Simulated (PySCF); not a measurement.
Radial density of Mo²¹⁺ (molybdenum, charge +21)

r2SCAN0, [Ar] 3d3, high-spin 4F determinant. All numbers are calculated (PySCF 2.14, no relativity, point nucleus, in an uncontracted even-tempered set (17 s from 2.1 bohr⁻², ratio 2.5; 11 p from 2.7 bohr⁻², ratio 2.5; 8 d from 2.7 bohr⁻², ratio 2.5; 4 f from 11 bohr⁻², ratio 2.7; 3 g from 16 bohr⁻², ratio 2.7)).

```json
{"r (bohr)": "0.000580", "4πr²ρ (e/bohr)": "0.2080", "4πr²(ρα − ρβ)": "0.0000"}
{"r (bohr)": "0.000975", "4πr²ρ (e/bohr)": "0.5691", "4πr²(ρα − ρβ)": "0.0000"}
{"r (bohr)": "0.00164", "4πr²ρ (e/bohr)": "1.523", "4πr²(ρα − ρβ)": "-0.0001"}
{"r (bohr)": "0.00276", "4πr²ρ (e/bohr)": "3.922", "4πr²(ρα − ρβ)": "-0.0002"}
{"r (bohr)": "0.00464", "4πr²ρ (e/bohr)": "9.477", "4πr²(ρα − ρβ)": "-0.0004"}
{"r (bohr)": "0.00780", "4πr²ρ (e/bohr)": "20.58", "4πr²(ρα − ρβ)": "-0.0009"}
{"r (bohr)": "0.0131", "4πr²ρ (e/bohr)": "37.40", "4πr²(ρα − ρβ)": "-0.0016"}
{"r (bohr)": "0.0221", "4πr²ρ (e/bohr)": "51.15", "4πr²(ρα − ρβ)": "-0.0016"}
{"r (bohr)": "0.0371", "4πr²ρ (e/bohr)": "48.54", "4πr²(ρα − ρβ)": "0.0087"}
{"r (bohr)": "0.0625", "4πr²ρ (e/bohr)": "47.17", "4πr²(ρα − ρβ)": "0.1345"}
{"r (bohr)": "0.105", "4πr²ρ (e/bohr)": "63.65", "4πr²(ρα − ρβ)": "1.1441"}
{"r (bohr)": "0.177", "4πr²ρ (e/bohr)": "39.97", "4πr²(ρα − ρβ)": "5.1274"}
{"r (bohr)": "0.297", "4πr²ρ (e/bohr)": "33.04", "4πr²(ρα − ρβ)": "9.1359"}
{"r (bohr)": "0.500", "4πr²ρ (e/bohr)": "19.22", "4πr²(ρα − ρβ)": "3.7413"}
{"r (bohr)": "0.841", "4πr²ρ (e/bohr)": "0.7029", "4πr²(ρα − ρβ)": "0.1473"}
{"r (bohr)": "1.41", "4πr²ρ (e/bohr)": "0.0009519", "4πr²(ρα − ρβ)": "0.0002"}
```

A non-relativistic calculation at this Z misses sizeable relativistic shifts. Spin-orbit coupling, absent here, splits the open shell strongly.
